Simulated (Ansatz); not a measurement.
## A rate constant, worked out

An elementary step of AlH3SOF2, singlet (AlHSF₂ ([F][Al]([F])[SH]) + H₂O → AlHOF₂ ([OH][Al]([F])[F]) + H₂S (still joined by a long Al–S bond); Al–S, H–O broken or loosened, Al–O, S–H formed or tightened). The start structure is the complex of the reactants, bound by 1.17 eV, and the electronic barrier above it is 0.732 eV by CCSD(T) at an estimated basis limit (MP2 extrapolated from triple and quadruple zeta, plus CCSD(T) − MP2 in triple zeta). Computed with Ansatz 0.2.0 (basis: def2-TZVPP and def2-QZVPP); correlated methods freeze the cores. Extrapolation: Hartree–Fock as exp(−7.88 √X), correlation as X^−2.97. Harmonic wavenumbers at PBE0-D4/def2-TZVP (Ansatz 0.2.0), in cm⁻¹:

Start: 111, 130, 178, 190, 219, 252, 276, 432, 459, 514, 635, 669, 787, 900, 1615, 2711, 3766, 3863.

Saddle: 873i, 113, 187, 190, 249, 318, 377, 419, 528, 557, 658, 752, 824, 923, 1227, 1494, 2709, 3901.

(1) Work out the transition-state-theory rate constant at 900 K from these numbers alone (harmonic vibrations; rotation, path degeneracy and anharmonicity left out), and the Wigner tunnelling factor. Use 1 cm⁻¹ = 1.2398 × 10⁻⁴ eV and k_B = 8.617 × 10⁻⁵ eV/K.

T1 diagnostic: at most 0.013.

Results:

(1) Zero-point energies, half the sums: start 17707/2 cm⁻¹ = 1.0977 eV; saddle, real modes only, 15426/2 cm⁻¹ = 0.9563 eV.
Barrier with zero-point energy: 0.732 + 0.9563 − 1.0977 = 0.5906 eV.
k_BT = 0.07756 eV, so the barrier is 7.62 k_BT.
Vibrational partition functions from the zero-point level, ln q = −Σ ln(1 − exp(−hν/k_BT)): start 13.080, saddle 10.748.
k = (k_BT/h) exp(ln q‡ − ln q) exp(−E0/k_BT), with log₁₀(k_BT/h in s⁻¹) = 13.27: log₁₀ k = 13.27 + (-2.332 − 7.62)/2.3026 = 8.95, so k ≈ 9 × 10^(8) s⁻¹.
Wigner factor: 1 + (hν‡/k_BT)²/24 = 1 + (1.40)²/24 = 1.08. A change of 1 kcal/mol (0.043 eV) in the barrier would change k by a factor of 1.7 at this temperature.

Labels in which every atom is bracketed show which atoms are joined, not bond orders.

For scale, one of the runs: CCSD(T)/def2-TZVPP, 219 basis functions (an equivalent command: `ansatz run in.yaml --threads 4`). The run took 91 s on 4 CPU threads (shared host), with 3.4 GiB of host memory at its peak.
